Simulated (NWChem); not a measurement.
System: C₃H₆O₃; SMILES C1OCOCO1

Input file for NWChem:

```
start job
memory heap 200 mb stack 900 mb global 1100 mb
geometry units angstroms
  C      0.894740    -0.969878     0.169064
  O     -0.395987    -1.270947    -0.262977
  C     -1.287309    -0.289929     0.169064
  O     -0.902679     0.978409    -0.262977
  C      0.392569     1.259807     0.169064
  O      1.298666     0.292538    -0.262977
  H      1.579490    -1.711094    -0.262407
  H      0.937626    -1.016003     1.282838
  H     -1.348698    -0.304007     1.282838
  H     -2.271596    -0.512331    -0.262407
  H      0.411071     1.320010     1.282838
  H      0.692106     2.223425    -0.262407
end
basis spherical
  * library def2-svp
end
dft
  xc becke88 lyp
  iterations 150
end
driver
  maxiter 120
end
task dft optimize
task dft freq
```

Parts of the log:

```
             Northwest Computational Chemistry Package (NWChem) 7.3.0
             --------------------------------------------------------

 C3  symmetry detected

                             Geometry "geometry" -> ""
                             -------------------------

 Output coordinates in angstroms (scale by  1.889725989 to convert to a.u.)

  No.       Tag          Charge          X              Y              Z
 ---- ---------------- ---------- -------------- -------------- --------------
    1 C                    6.0000     0.29339198    -1.28652424     0.17337656
    2 O                    8.0000    -0.97597596    -0.90530845    -0.25866444
    3 C                    6.0000    -1.26085866     0.38917721     0.17337656
    4 O                    8.0000    -0.29603213     1.29787420    -0.25866444
    5 C                    6.0000     0.96746668     0.89734702     0.17337656
    6 O                    8.0000     1.27200809    -0.39256575    -0.25866444
    7 H                    1.0000     0.51844238    -2.27020885    -0.25809444
    8 H                    1.0000     0.30763518    -1.34787471     1.28715056
    9 H                    1.0000    -1.32111133     0.40751747     1.28715056
   10 H                    1.0000    -2.22527973     0.68612016    -0.25809444
   11 H                    1.0000     1.01347615     0.94035724     1.28715056
   12 H                    1.0000     1.70683735     1.58408870    -0.25809444

 Effective nuclear repulsion energy (a.u.)     272.4862913048

      Symmetry information
      --------------------

 Group name             C3
 Group number              5
 Group order               3
 No. of unique centers     4

                                Z-matrix (autoz)
                                --------

 Units are Angstrom for bonds and degrees for angles

[...]

      ----------------------
      Optimization converged
      ----------------------

  Step       Energy      Delta E   Gmax     Grms     Xrms     Xmax
  ---- ---------------- -------- -------- -------- -------- --------
@    4    -343.20974095 -8.9D-07  0.00004  0.00002  0.00048  0.00135
                                     ok       ok       ok       ok

                                Z-matrix (autoz)
                                --------

 Units are Angstrom for bonds and degrees for angles

[...]

 Rotational Constants
 --------------------
 A=   0.172311 cm-1  (  0.247911 K)
 B=   0.172311 cm-1  (  0.247911 K)
 C=   0.095626 cm-1  (  0.137582 K)

 Temperature                      =   298.15K
 frequency scaling parameter      =   1.0000

 Zero-Point correction to Energy  =   59.738 kcal/mol  (  0.095199 au)
 Thermal correction to Energy     =   62.821 kcal/mol  (  0.100112 au)
 Thermal correction to Enthalpy   =   63.413 kcal/mol  (  0.101056 au)

 Total Entropy                    =   69.386 cal/mol-K
   - Translational                =   39.387 cal/mol-K (mol. weight =  90.0317)
   - Rotational                   =   23.650 cal/mol-K (symmetry #  =        3)
   - Vibrational                  =    6.348 cal/mol-K

 Cv (constant volume heat capacity) =   18.394 cal/mol-K
   - Translational                  =    2.979 cal/mol-K
   - Rotational                     =    2.979 cal/mol-K
   - Vibrational                    =   12.436 cal/mol-K

[normal modes left out]

 ----------------------------------------------------------------------------
 Normal Eigenvalue ||           Projected Infra Red Intensities
  Mode   [cm**-1]  || [atomic units] [(debye/angs)**2] [(KM/mol)] [arbitrary]
 ------ ---------- || -------------- ----------------- ---------- -----------
    1       -0.000 ||    0.000823           0.019         0.803       0.235
    2       -0.000 ||    0.000050           0.001         0.049       0.014
    3        0.000 ||    0.000880           0.020         0.858       0.251
    4        0.000 ||    0.000139           0.003         0.136       0.040
    5        0.000 ||    0.000006           0.000         0.006       0.002
    6        0.000 ||    0.000809           0.019         0.789       0.231
    7      287.047 ||    0.000070           0.002         0.068       0.020
    8      287.082 ||    0.000070           0.002         0.068       0.020
    9      448.901 ||    0.018334           0.423        17.873       5.234
   10      516.152 ||    0.006769           0.156         6.599       1.932
   11      516.181 ||    0.006769           0.156         6.598       1.932
   12      732.917 ||    0.000079           0.002         0.077       0.023
   13      853.711 ||    0.000000           0.000         0.000       0.000
   14      910.092 ||    0.052656           1.215        51.332      15.032
   15      910.097 ||    0.052658           1.215        51.334      15.033
   16      949.652 ||    0.081887           1.889        79.828      23.377
   17     1043.042 ||    0.079828           1.842        77.820      22.789
   18     1043.044 ||    0.079835           1.842        77.827      22.791
   19     1138.163 ||    0.206264           4.759       201.077      58.883
   20     1138.168 ||    0.206255           4.758       201.068      58.881
   21     1194.061 ||    0.019856           0.458        19.357       5.668
   22     1202.968 ||    0.000001           0.000         0.001       0.000
   23     1276.679 ||    0.000116           0.003         0.113       0.033
   24     1276.680 ||    0.000116           0.003         0.113       0.033
   25     1351.798 ||    0.000000           0.000         0.000       0.000
   26     1396.396 ||    0.033677           0.777        32.830       9.614
   27     1396.412 ||    0.033679           0.777        32.832       9.615
   28     1435.539 ||    0.002679           0.062         2.612       0.765
   29     1435.545 ||    0.002677           0.062         2.610       0.764
   30     1449.822 ||    0.004431           0.102         4.320       1.265
   31     2811.998 ||    0.033531           0.774        32.688       9.572
   32     2812.001 ||    0.033531           0.774        32.688       9.572
   33     2833.237 ||    0.222975           5.144       217.367      63.654
   34     3052.173 ||    0.034946           0.806        34.067       9.976
   35     3052.176 ||    0.034946           0.806        34.067       9.976
   36     3055.817 ||    0.009713           0.224         9.468       2.773
 ----------------------------------------------------------------------------
```

Level: BLYP/def2-SVP.
